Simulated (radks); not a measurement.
Hf VIII, configuration [Xe] 4f(5/2: 5, 7/2: 6) (not the ground configuration). Calculated with a radial shooting solver on a logarithmic mesh with Libxc functionals: Dirac Kohn-Sham, PBE, spin-unpolarised, spherical densities, finite nucleus; Fermi nuclear charge, rms radius 5.347 fm. Some entries of the table are withheld. Estimate them.

orbital  occ.  eigenvalue (hartree)  <1/r> (bohr^-1)  r(max) (bohr)
1s1/2       2             -2399.728            83.78        0.01190
2s1/2       2             -413.9570            20.31        0.06826
2p1/2       2             -395.6168            20.28        0.05092
2p3/2       4             -351.8304            17.23        0.05754
3s1/2       2             -97.95180            7.449         0.1924
3p1/2       2                   (1)            7.365         0.1804
3p3/2       4                   (2)            6.580         0.1941
3d3/2       4             -66.61328            6.470            (3)
3d5/2       6             -64.56844            6.282            (4)
4s1/2       2             -23.34429            3.141         0.4370
4p1/2       2             -19.99723            3.033         0.4373
4p3/2       4             -17.81523            2.763         0.4658
4d3/2       4             -12.29829            2.554         0.4634
4d5/2       6             -11.89269            2.489         0.4724
5s1/2       2              -6.23409            1.279         0.9784
5p1/2       2                   (5)            1.176          1.038
4f5/2       5                   (6)            2.076         0.4406
4f7/2       6                   (7)            2.051         0.4451
5p3/2       4                   (8)            1.090          1.106

Answer. 
(1) 3p1/2 eigenvalue (hartree): -89.80718
(2) 3p3/2 eigenvalue (hartree): -80.42557
(3) 3d3/2 r(max) (bohr): 0.1524
(4) 3d5/2 r(max) (bohr): 0.1562
(5) 5p1/2 eigenvalue (hartree): -5.17383
(6) 4f5/2 eigenvalue (hartree): -5.01773
(7) 4f7/2 eigenvalue (hartree): -4.94327
(8) 5p3/2 eigenvalue (hartree): -4.78936
